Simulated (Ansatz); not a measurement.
`[NH2][SnH]([OH])[CH]=O` + `CB[SiH2]N` → `O=[CH][SnH2][OH]` + `CB[SiH](N)N`  (redistribution)

Gas-phase electronic energies from Ansatz, PBE0-D4/def2-TZVP geometries. CCSD(T)/CBS is the MP2 limit (def2-TZVPP, def2-QZVPP) plus CCSD(T) − MP2 in def2-TZVPP, frozen cores. Functionals use def2-TZVPP. B3LYP here is the variant with VWN-RPA as its local correlation; programs differ in this. def2 core potentials past Kr. For Sn outer-core shells are correlated without core-valence functions, which leaves a few kJ/mol of doubt a bond. One conformer a species, not always the lowest.

| level | ΔE (kJ/mol) | difference from CCSD(T)/CBS |
| --- | --- | --- |
| LDA (SPW92) | -58.2 | -11.9 |
| revPBE-D4 | -48.0 | -1.7 |
| B97M-V | -55.5 | -9.2 |
| B3LYP-D4 | -50.9 | -4.6 |
| ωB97M-V | -51.5 | -5.2 |
| BLYP | -44.1 | 2.2 |
| B3LYP | -48.2 | -1.9 |
| BHLYP | -52.4 | -6.1 |
| CCSD(T)/def2-SVP | -41.2 | 5.1 |
| MP2/def2-QZVPP | -46.4 | -0.1 |
| CCSD(T)/CBS | -46.3 | 0 |

Largest T1 diagnostic among the species: 0.016.

Leaving LDA and LC-ωPBE aside and taking each functional with its dispersion term where it has one, the values, not all of them listed here, spread over 8.1 kJ/mol, from B97M-V to B2PLYP. LDA lies −12.2 kJ/mol from PBE without D4. From PBE to PBE0 (25 % exact exchange), in def2-TZVPP and without D4, ΔE moves by −3.4 kJ/mol.
